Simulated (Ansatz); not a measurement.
H2Zn (SMILES [ZnH2]) moved off its minimum; all values from Ansatz (a program for electronic structure), cores frozen in correlated methods.
(charge 0, multiplicity 1)
```xyz
3

Zn     0.13394     0.01365    -0.02225
H     -0.10471    -0.05441     1.65821
H     -0.05834     0.12727    -1.59500
```

### Question
Give the forces (eV/Å), the total energy and the dipole at CCSD(T)/def2-TZVPPD.

### Answer

```json
[
 {"atom": "Zn1", "Fx": "-0.754", "Fy": "0.040", "Fz": "0.877"},
 {"atom": "H2", "Fx": "0.438", "Fy": "0.033", "Fz": "-1.494"},
 {"atom": "H3", "Fx": "0.316", "Fy": "-0.074", "Fz": "0.617"}
]
```
Energy -1779.4289 hartree, dipole 0.68 D.
